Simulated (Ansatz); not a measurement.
Geometry optimisation, RKS PBE-D4/def2-SVP (Ansatz 0.2.0).

Input:

```yaml
crystal:
  periodic: [false, false, false]
  atoms:
    - { symbol: C, position_ang: [-0.4709, 0.7165, 1.1992] }
    - { symbol: C, position_ang: [0.1052, -0.1263, 0.4041] }
    - { symbol: C, position_ang: [1.3358, -0.7881, 0.8647] }
    - { symbol: Si, position_ang: [-0.5114, -0.519, -1.2695] }
    - { symbol: Te, position_ang: [-0.5891, 1.505, -2.7023] }
    - { symbol: H, position_ang: [-0.1272, 1.0258, 2.1677] }
    - { symbol: H, position_ang: [-1.4065, 1.25, 0.8642] }
    - { symbol: H, position_ang: [1.8004, -1.4758, 0.1084] }
    - { symbol: H, position_ang: [1.1692, -1.3423, 1.852] }
    - { symbol: H, position_ang: [2.1475, -0.0211, 1.1059] }
    - { symbol: H, position_ang: [-1.9708, -1.0273, -1.0939] }
    - { symbol: H, position_ang: [0.2537, -1.555, -1.8991] }
    - { symbol: H, position_ang: [-1.7153, 2.3229, -1.5865] }
basis:
  gaussian: { orbitals: def2-SVP }
hamiltonian:
  xc: pbe
  dispersion: d4
relax:
  f_tol: 0.02
  max_steps: 40
scf:
  lower_state_search: "off"
```

Launched with:

```bash
$ ansatz run input.yaml --threads 2 --pin off --max-ram 3072MiB --backend cpu --events-out ev --progress --plain --runs-dir out
```

**Question.** Where does it end, and by what steps?

**Answer.** The run converged. After 19 steps the energy has fallen by 0.697 eV; H9 moved furthest, 1.36 Å.

```csv
step,energy less start (eV),largest force component (eV/Å),accepted
0,0.0000,3.367,yes
1,-0.3931,1.205,yes
2,-0.4816,0.334,yes
3,-0.4996,0.120,yes
4,-0.5033,0.141,yes
5,-0.5134,0.107,yes
6,-0.5321,0.453,yes
7,-0.5532,0.539,yes
8,-0.5782,0.577,yes
9,-0.5957,0.552,yes
10,-0.6265,0.447,yes
11,-0.6648,0.242,yes
12,-0.6803,0.482,yes
13,-0.6891,0.263,yes
14,-0.6931,0.127,yes
15,-0.6952,0.064,yes
16,-0.6960,0.034,yes
17,-0.6964,0.045,yes
18,-0.6963,0.050,no
19,-0.6967,0.009,yes
```

```xyz
13
Properties=species:S:1:pos:R:3
C -0.835 0.148 1.550
C -0.026 -0.202 0.525
C 1.463 -0.377 0.673
Si -0.798 -0.455 -1.177
Te 0.116 1.193 -2.868
H -0.434 0.319 2.566
H -1.923 0.278 1.423
H 1.771 -1.417 0.430
H 1.806 -0.149 1.703
H 2.012 0.280 -0.035
H -2.295 -0.352 -1.071
H -0.415 -1.784 -1.774
H -0.421 2.484 -1.932
```

Run time: 70 s on 2 threads of Arm Neoverse N1, with other jobs on the host, peak memory 0.18 GiB.
